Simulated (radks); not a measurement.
Problem. The mean radii <r> (bohr) of the occupied orbitals of an atom or ion are listed with their occupations. All-electron calculation, non-relativistic Kohn-Sham, LB94 model potential, spin-polarised, spherical densities, point nucleus. Program: a radial shooting solver on a logarithmic mesh with Libxc functionals.

orbital  occ.      <r>
1s down     1  0.01940
1s up       1  0.01940
2s up       1  0.08171
2s down     1  0.08171
2p up       3  0.06903
2p down     3  0.06903
3s up       1   0.2064
3s down     1   0.2064
3p up       3   0.1967
3p down     3   0.1967
3d up       5   0.1718
3d down     5   0.1718
4s up       1   0.4572
4s down     1   0.4573
4p up       3   0.4616
4p down     3   0.4618
4d up       5   0.4706
4d down     5   0.4709
4f up       7   0.4995
4f down     7   0.4998
5s up       1    1.043
5s down     1    1.039
5p up       3    1.134
5p down     3    1.129
5d up       5    1.466
5d down     2    1.457

Name the element and its charge. Open shells, if any, are filled with parallel spins first.

Solution. Z = 78, platinum, charge +3: Pt3+ in [Xe] 4f14 5d7. The 1s radius gives Z: for a bare nucleus <r> = 1.5/Z, 0.01923 bohr for Z = 78, and screening makes it slightly larger (0.01940 here). The occupations add up to 75, and the charge is Z minus that.
